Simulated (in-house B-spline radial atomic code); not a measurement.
Settings and results of a run for Se (an excited or competing configuration). Computed with a radial B-spline atomic code at the basis-set limit: non-relativistic PBE0, spin-polarised, spherical fractional occupations, exact exchange averaged over the configuration, point nucleus.

Command:
```bash
python run_scf.py task.json out
```
Settings:
```
Z                34
configuration    [Ar] 3d9 4s2 4p4 4d1
hamiltonian      nr
method           pbe0
spin_polarised   True
exact_exchange   averaged over the configuration
```

Output (hartree, bohr):
```
 radial grid: 70 intervals, B-splines of order 8, outer radius 85 bohr

 iter        energy (Eh)    residual
    1       -2397.424096    4.33e-01
    2       -2397.942549    2.04e-01
    3       -2398.942261    1.78e-02
    4       -2398.949922    6.93e-03
    5       -2398.950607    7.88e-04
    6       -2398.950655    4.63e-04
    7       -2398.950664    8.75e-05
    8       -2398.950666    1.87e-05
    9       -2398.950666    9.10e-06
   10       -2398.950666    1.28e-06
   11       -2398.950666    1.61e-07

 total energy                     -2398.95067
 kinetic                            2397.5303
 electron-nucleus                  -5718.0505
 Hartree                            1007.3245
 exact exchange                      -20.9007
 exchange-correlation                -64.8543

 orbital      occ     eigenvalue          <r>       <r^2>       <1/r>     <1/r^3>     <1/r^2>       r_max
 1s up      1.000      -455.0223     0.044991  0.00271103     33.4994           -     2255.85     0.02971
 1s down    1.000      -455.0159    0.0449904  0.00271095     33.4997           -     2255.89     0.02971
 2s up      1.000       -59.0554     0.199854   0.0470244     7.41055           -     224.154      0.1681
 2s down    1.000       -59.0053     0.199757   0.0469752     7.41415           -     224.352      0.1681
 2p up      3.000       -53.0553     0.172823   0.0365031     7.37843     1147.63     74.2078      0.1334
 2p down    3.000       -53.0109     0.172724   0.0364551     7.38155     1148.65     74.2606      0.1333
 3s up      1.000        -8.6346     0.578597    0.384577     2.45305           -     36.9489      0.5092
 3s down    1.000        -8.5500     0.579272    0.385404     2.44824           -     36.7695      0.5096
 3p up      3.000        -6.5519     0.585786     0.40128     2.34123     165.726     11.8695      0.5016
 3p down    3.000        -6.4571     0.586994      0.4029      2.3348     164.534     11.7989      0.5022
 3d up      5.000        -2.8695     0.604253    0.450461     2.09097     21.0332     5.69234      0.4466
 3d down    4.000        -2.7944      0.60529    0.451722     2.08737     20.9577     5.67539      0.4474
 4s up      1.000        -1.0084      1.70713     3.31889    0.771488           -     4.40149       1.474
 4s down    1.000        -0.8968      1.71301     3.35116    0.771247           -     4.41813        1.47
 4p up      3.000        -0.5453       2.0057     4.64797    0.651041      13.996     1.20481       1.671
 4p down    1.000        -0.4654      2.04357     4.85335    0.642133       13.68      1.1788       1.679
 4d up      1.000        -0.0365         6.96     61.6285    0.202532     0.15416   0.0843714       4.548
```

Time taken, with all properties: 0.43 s on 1 thread of Arm Neoverse V2, with other jobs on the host.
